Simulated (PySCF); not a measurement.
Magnetisability: `[SiH3]B(C=C)B(O)O`, C2H8B2O2Si

Geometry (Å), atoms numbered from 1 in this order:
```xyz
15

C     2.0717   -1.4448    0.0697
C     0.8320   -1.2922   -0.3984
B    -0.0234   -0.0164   -0.2722
Si    0.7926    1.7143   -0.7232
B    -1.6052   -0.0898    0.2716
O    -1.8817    0.1052    1.5942
O    -2.6101   -0.2961   -0.6308
H     2.6009   -2.3847    0.0308
H     2.5903   -0.6343    0.5574
H     0.3696   -2.1691   -0.8463
H     1.7904    1.6597   -1.8064
H    -0.1347    2.7827   -1.1365
H     1.5168    2.2818    0.4305
H    -2.8059    0.0856    1.8535
H    -3.5076   -0.2939   -0.2893
```

Computed with PySCF 2.14.0, GIAO wB97X-D/pcSseg-1 magnetisability, rotational g tensor and spin-rotation constants, non-relativistic, gas phase. Geometry: GFN2-xTB.

Q: How diamagnetic is it, and how anisotropic?

A: Isotropic -1029 × 10⁻³⁰ J/T², or -62.0 × 10⁻⁶ cm³/mol; principal values -1235, -982, -869 × 10⁻³⁰ J/T², anisotropy 324 × 10⁻³⁰ J/T² (root of half the summed squared differences of the principal values). The susceptibility is in cgs units.

Q: Split it along the inertial axes a, b, c into diamagnetic and paramagnetic parts about the centre of mass, with the quadrupole moment.

A: 
```
axis  χ (10⁻⁶ cm³/mol)  diamagnetic (10⁻⁶ cm³/mol)  paramagnetic (10⁻⁶ cm³/mol)  summed x² of all electrons (Å²)  quadrupole Θ (D Å)
   a             -56.1                      -627.0                        570.9                            185.0              +16.03
   b             -58.7                      -966.6                        907.9                            104.9               -6.43
   c             -71.0                     -1229.7                       1158.6                             42.9               -9.60
```
Anisotropies 2χaa − χbb − χcc = +17.5 and 2χbb − χaa − χcc = +9.7 × 10⁻⁶ cm³/mol. Θ is traceless in Buckingham's convention.

Q: And the rotational g tensor?

A: 
| axis | rotational constant (GHz) | g | nuclear part | electronic part |
| --- | --- | --- | --- | --- |
| a | 2.3364 | -0.0422 | 0.5844 | -0.6266 |
| b | 1.3651 | -0.0145 | 0.5677 | -0.5823 |
| c | 1.0624 | -0.0042 | 0.5741 | -0.5783 |

Asymmetric top; isotopes 11B, 12C, 1H, 16O, 28Si; no vibrational averaging.
